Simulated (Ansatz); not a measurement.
Isolated molecules relaxed with PBE0-D4/def2-TZVP in Ansatz; ΔE leaves out vibrations. CCSD(T)/CBS is the MP2 limit (def2-TZVPP, def2-QZVPP) plus CCSD(T) − MP2 in def2-TZVPP, frozen cores. This one scheme is used for every species. DFT in def2-TZVPP. B3LYP here is the variant with VWN-RPA as its local correlation; programs differ in this. One conformer a species, not always the lowest.

Consider the formal hydrolysis of a C–F bond: `O[SiH2][SiH2]CF` + H₂O → `OC[SiH2][SiH2]O` + H–F.

| level | ΔE (kJ/mol) | difference from CCSD(T)/CBS |
| --- | --- | --- |
| PBE-D4 | 2.1 | 3.8 |
| r2SCAN-D4 | 4.5 | 6.2 |
| PBE0-D4 | -0.2 | 1.5 |
| B3LYP-D4 | 4.6 | 6.3 |
| ωB97X-V | 3.7 | 5.4 |
| ωB97M-V | 2.9 | 4.6 |
| B2PLYP | 3.4 | 5.1 |
| PBE | 4.0 | 5.7 |
| r2SCAN | 5.0 | 6.7 |
| PBE0 | 1.5 | 3.2 |
| HF/def2-TZVPP | 8.5 | 10.2 |
| CCSD/def2-TZVPP | -0.6 | 1.1 |
| CCSD(T)/def2-TZVPP | -1.7 | 0.0 |
| HF/def2-QZVPP | 8.6 | 10.3 |
| SCS-MP2/def2-QZVPP | -1.9 | -0.2 |
| CCSD/CBS(def2) | -0.7 | 1.0 |
| CCSD(T)/CBS | -1.7 | 0 |

Largest T1 diagnostic among the species: 0.012.

In def2-TZVPP, CCSD(T) changes the Hartree–Fock value by −10.1 kJ/mol (the triples alone add −1.0 kJ/mol) and MP2 by −14.4 kJ/mol.
